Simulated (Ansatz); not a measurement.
Input for Ansatz (a program for electronic structure): U-B3LYP/def2-TZVPP on H4W (SMILES [WH4]), 2S+1 = 3, a spin state set in the input, which need not be the lowest. Elements past Kr take the def2 small-core potentials; no spin–orbit coupling.

Ansatz 0.2 input:
```yaml
crystal:
  periodic: [false, false, false]
  atoms:
    - {symbol: W, position_ang: [-0.01056062, 0.00585188, -0.01152362]}
    - {symbol: H, position_ang: [1.22374029, -0.23973277, 1.14688742]}
    - {symbol: H, position_ang: [-1.22458656, 1.00939088, 0.65525235]}
    - {symbol: H, position_ang: [-0.69272878, -1.50076120, -0.44789649]}
    - {symbol: H, position_ang: [0.65036453, 0.75499778, -1.39993388]}
basis:
  gaussian:
    orbitals: def2-TZVPP
hamiltonian:
  xc: {name: B3LYP}
magnetization: {spin_polarized: true, initial_magnetization: 2}
```

Output:

```
WARN ansatz: RAYON_NUM_THREADS=1 ignored (pool sized by the plan → 1); use --threads N
Functional definition: B3LYP
integrals: 0.02 GiB planned
616 factors; their error is unknown
mean field: 0.37 GiB planned
mean field evaluation 1: about -1888.2695 eV, gradient 9.1e0 eV
mean field evaluation 2: about -1888.6662 eV, gradient 5.1e0 eV
mean field evaluation 4: about -1888.8249 eV, gradient 3.1e-1 eV
mean field evaluation 8: about -1888.8326 eV, gradient 1.1e-1 eV
mean field -1888.83262715 eV, -69.4133187510 hartree, gradient 9.2e-6 eV, S^2 2.014131; 0 other end points of the search recorded, 0 dependent functions left out
reference -1888.83285440 eV, -69.4133271023 hartree; 10, 8 occupied and 102, 104 virtual orbitals, 616 factors
Total energy: -1888.83285440 eV, -69.4133271023 hartree
```

The calculation finished and met its thresholds.

Cost: around 1.4 core-seconds (rough).
